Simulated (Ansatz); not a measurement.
Geometry optimisation, RKS PBE0/def2-SVP in Ansatz 0.2.0.

The input (input.yaml):

```yaml
crystal:
  periodic: [false, false, false]
  atoms:
    - { symbol: O, position_ang: [-1.19391, 0.42943, -0.87246] }
    - { symbol: C, position_ang: [-0.22768, -0.2122, -0.1134] }
    - { symbol: Si, position_ang: [-0.22103, -1.91064, 0.38001] }
    - { symbol: S, position_ang: [1.08582, 0.9074, 0.30178] }
    - { symbol: H, position_ang: [-0.90216, 1.32027, -1.0842] }
    - { symbol: H, position_ang: [-1.39943, -2.69426, 0.05849] }
    - { symbol: H, position_ang: [0.86176, -2.44216, 1.16702] }
    - { symbol: H, position_ang: [0.75735, 1.78001, -0.64529] }
basis:
  gaussian: { orbitals: def2-SVP }
hamiltonian:
  xc: pbe0
relax:
  f_tol: 0.015
  max_steps: 40
output:
  orbitals: {}
```

Launched with:

```bash
$ ansatz run input.yaml --threads 1 --pin off --max-ram 2048MiB --backend cpu --events-out ev --progress --plain --runs-dir out
```

Q: Where does it end, and by what steps?

A: The run converged. After 13 steps the energy has fallen by 0.456 eV; H8 moved furthest, 0.83 Å.

| step | energy less start (eV) | largest force component (eV/Å) | accepted |
| --- | --- | --- | --- |
| 0 | 0.0000 | 1.439 | yes |
| 1 | -0.2205 | 0.545 | yes |
| 2 | -0.2976 | 1.125 | yes |
| 3 | -0.3594 | 0.850 | yes |
| 4 | -0.4007 | 0.258 | yes |
| 5 | -0.4130 | 0.188 | yes |
| 6 | -0.4266 | 0.566 | yes |
| 7 | -0.4351 | 0.673 | yes |
| 8 | -0.4417 | 0.713 | yes |
| 9 | -0.4509 | 0.429 | yes |
| 10 | -0.4443 | 0.172 | no |
| 11 | -0.4556 | 0.122 | yes |
| 12 | -0.4559 | 0.030 | yes |
| 13 | -0.4561 | 0.009 | yes |

```xyz
8
Properties=species:S:1:pos:R:3
O -1.260 0.367 -1.025
C -0.318 -0.122 -0.186
Si -0.269 -1.765 0.395
S 0.860 1.032 0.465
H -1.378 1.308 -0.827
H -1.304 -2.752 0.004
H 0.956 -2.245 1.071
H 1.473 1.355 -0.706
```

The run took 43 s on 1 thread of Arm Neoverse V2, with other jobs on the host, peak memory 0.16 GiB.
